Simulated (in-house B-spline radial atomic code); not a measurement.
Ionisation energies along the 9-electron series, configuration [He] 2s2 2p5, as differences of self-consistent energies. Dirac energy differences include first-order Breit, QED and recoil terms. NIST's values go from ground level to ground level; the uncertainty of those that are theory runs from under 0.1 % in few-electron ions to several per cent in heavy many-electron ones. Computed with a B-spline radial code for spherical atoms: Dirac-Hartree-Fock, average of the configuration, finite nuclei.

```csv
ion,configuration after,ionisation energy (eV),IE/(q+1)² (eV),Breit and QED recoil part (eV),tabulated value (eV),tabulated kind,computed minus tabulated (eV)
Xe45+,[He] 2s2 2p4,8011.5,3.7862,-10.052,7889,tabulated theory,122
Cs46+,[He] 2s2 2p4,8355.6,3.7825,-10.704,8224,tabulated theory,132
Ba47+,[He] 2s2 2p4,8707.5,3.7793,-11.384,8565,tabulated theory,142
La48+,[He] 2s2 2p4,?,?,?,?,tabulated theory,?
Ce49+,[He] 2s2 2p4,?,?,?,?,tabulated theory,?
Pr50+,[He] 2s2 2p4,9809.7,3.7715,-13.609,9632,tabulated theory,178
Nd51+,[He] 2s2 2p4,10192.8,3.7695,-14.414,10002,tabulated theory,191
Pm52+,[He] 2s2 2p4,10583.8,3.7678,-15.253,10378,tabulated theory,206
Sm53+,[He] 2s2 2p4,10982.8,3.7664,-16.125,10762,tabulated theory,221
Eu54+,[He] 2s2 2p4,11389.9,3.7653,-17.034,11153,tabulated theory,237
Gd55+,[He] 2s2 2p4,11805.1,3.7644,-17.978,11552,tabulated theory,253
Tb56+,[He] 2s2 2p4,?,?,?,?,tabulated theory,?
Dy57+,[He] 2s2 2p4,12659.9,3.7633,-19.979,12370,tabulated theory,290
Ho58+,[He] 2s2 2p4,13099.7,3.7632,-21.039,12790,tabulated theory,310
Er59+,[He] 2s2 2p4,13547.8,3.7633,-22.138,13217,tabulated theory,331
```

**Question.** Fill in the row of La48+.

**Answer.** ionisation energy (eV): 9067.1; IE/(q+1)² (eV): 3.7764; Breit and QED recoil part (eV): -12.095; tabulated value (eV): 8914; computed minus tabulated (eV): 153.

**Question.** Fill in the row of Ce49+.

**Answer.** ionisation energy (eV): 9434.5; IE/(q+1)² (eV): 3.7738; Breit and QED recoil part (eV): -12.836; tabulated value (eV): 9269; computed minus tabulated (eV): 165.

**Question.** Fill in the row of Tb56+.

**Answer.** ionisation energy (eV): 12228.4; IE/(q+1)² (eV): 3.7637; Breit and QED recoil part (eV): -18.96; tabulated value (eV): 11957; computed minus tabulated (eV): 271.

Where a p, d or f electron is removed, the computed value is a mean over both j, so it misses the tabulated one by a part of the spin-orbit splitting; averaging over terms and missing correlation add to the gap, relatively most at low charge.
